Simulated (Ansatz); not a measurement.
Born–Oppenheimer molecular dynamics of BrH$_{3}$OSSiSn (8 atoms, charge 0, multiplicity 1). It starts at the highest image of a converged band. Of that band: Beside the main top the profile has a ripple of under 15 meV (maxima at images 3, 7), which may be a very shallow well or noise. Neighbouring images differ by up to 1.5 eV, so the band resolves the path poorly. A vibrational analysis at the climbing image gives one clearly imaginary mode, 1333i cm⁻¹: a first-order saddle point.

Method: RKS LDA/def2-SVP (Ansatz).

```json
{"ensemble": "NVE (velocity Verlet)", "time step": "0.5 fs", "steps asked": "200", "starting velocities drawn for": "300 K", "seed": "9282"}
```

First frame:

```xyz
8
Properties=species:S:1:pos:R:3
Br -2.591 2.070 0.055
Sn -0.779 0.591 -0.797
O -0.341 -1.079 0.334
Si 1.403 -0.724 0.782
S 1.469 1.226 -0.235
H -1.150 0.108 -2.404
H 0.584 -1.886 -0.047
H 1.497 -0.363 2.256
```

How far do the bonds stretch over the last three quarters of this one trajectory? (Pairs bonded in most of those frames.)


| bond | mean (Å) | spread (Å) | shortest | longest |
| --- | --- | --- | --- | --- |
| Br1–Sn2 | 2.485 | 0.028 | 2.46 | 2.54 |
| Sn2–O3 | 2.140 | 0.071 | 2.03 | 2.23 |
| Sn2–S5 | 2.328 | 0.043 | 2.27 | 2.38 |
| Sn2–H6 | 1.723 | 0.013 | 1.70 | 1.75 |
| O3–Si4 | 1.973 | 0.102 | 1.83 | 2.13 |
| O3–H7 | 0.998 | 0.040 | 0.94 | 1.07 |
| Si4–S5 | 2.388 | 0.084 | 2.19 | 2.48 |
| Si4–H8 | 1.564 | 0.027 | 1.52 | 1.61 |

Mean temperature of the second half: 809 K. The conserved energy stayed within 0.22 meV per atom of its start (net change -0.12 meV per atom), so the integration is sound. The system heated up, since it started high on the potential surface and ran downhill. A run of 0.1 ps of so small a system gives no equilibrium averages. The orbitals stay closed-shell, which can raise the energy where a bond breaks towards radicals; this wasn't checked here.

Time of the run: 4.4 min on 2 threads of AMD EPYC 7R13 Processor (Zen 3), with other jobs on the host, peak memory 0.19 GiB.
